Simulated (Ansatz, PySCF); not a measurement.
Molecule: sum formula BN2H5, charge 0, multiplicity 1. 
Coordinates optimised at B3LYP-D3(BJ)/def2-TZVP (Ansatz, an electronic-structure program):
```xyz
8

B     -0.0373    -0.2294     0.4415
N     -1.2201     0.2041    -0.1962
N      1.2464    -0.0420    -0.1157
H     -0.1267    -0.7790     1.4993
H     -1.2476     0.6744    -1.0851
H     -2.1264     0.0644     0.2112
H      1.4236     0.4079    -0.9979
H      2.0791    -0.3552     0.3484
```

Total electronic energies in hartree. Valence correlation only, unless marked. No spin-orbit coupling. No relativistic terms. Basis-set limits of correlation are two-point, X^-3; Hartree-Fock from the larger set.

| level | program | energy (Eh) |
|---|---|---|
| HF/STO-3G | Ansatz | -134.83325 |
| HF/6-31G* | Ansatz | -136.56790 |
| HF/cc-pVTZ | Ansatz | -136.63383 |
| HF-D3(BJ)/def2-TZVPD | PySCF + dftd3 | -136.67124 |
| BLYP-D4/def2-TZVPD | Ansatz + dftd4 | -137.45756 |
| BLYP/def2-TZVPD | Ansatz | -137.45010 |
| B3LYP-D3(BJ)/def2-TZVPD | Ansatz + dftd3 | -137.52189 |
| PBE0/STO-3G | Ansatz | -135.50992 |
| PBE0/def2-SVP | Ansatz | -137.17666 |
| PBE0-D3(BJ)/def2-TZVPD | Ansatz + dftd3 | -137.33944 |
| r2SCANh-D4/def2-TZVPD | Ansatz + dftd4 | -137.41508 |
| CAM-B3LYP-D3(BJ)/def2-TZVPD | Ansatz + dftd3 | -137.44230 |
| CAM-B3LYP-D4/def2-TZVPD | Ansatz + dftd4 | -137.44229 |
| LC-wPBE-D3(BJ)/def2-TZVPD | Ansatz + dftd3 | -137.42096 |
| LC-wPBE-D4/def2-TZVPD | Ansatz + dftd4 | -137.42124 |
| wB97X/def2-TZVPD | Ansatz | … |
| B2GP-PLYP-D3(BJ)/def2-TZVPD | Ansatz + dftd3 | -137.35998 |
| RPA@PBE/cc-pVTZ | Ansatz | -137.48450 |
| MP2/CBS(cc-pVTZ,cc-pVQZ) | Ansatz | -137.2457 |
| RI-MP2/aug-cc-pVTZ | Ansatz | -137.18299 |
| CCSD/aug-cc-pVDZ | Ansatz | -137.08513 |
| CCSD(T) with core electrons/cc-pwCVTZ | Ansatz | -137.37199 |
| CCSD(T)/CBS(cc-pVTZ,cc-pVQZ) | Ansatz | -137.2842 |

What belongs in the gaps?


- wB97X/def2-TZVPD, energy (Eh): -137.46666
